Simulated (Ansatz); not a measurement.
Acid–base and redox partners of O[SiH3]. Gas-phase values, no solvent. One relaxed conformer stands for each flexible species; it need not be the lowest. Strings in code marks are SMILES.

Quantity: electronic energy of isomers of H3OSi, doublet states, relative to `O[SiH2]`, in eV. HF references are unrestricted for open shells and restricted for singlets.

Case: `[O][SiH3]`. Geometry of `[O][SiH3]` (neutral, multiplicity 2, Å):

```xyz
5

O      1.5841    -0.2187     0.1796
Si    -0.0430     0.0025    -0.0493
H     -0.7001    -1.1781    -0.6558
H     -0.3487     1.2192    -0.8366
H     -0.4923     0.1752     1.3622
```

Estimate the electronic energy of isomers of H3OSi, doublet states, relative to `O[SiH2]` that frozen-core MP2/cc-pVTZ // B3LYP-D3(BJ)/def2-TZVP (Ansatz, a first-principles code) returns for this input.

1.53 eV.
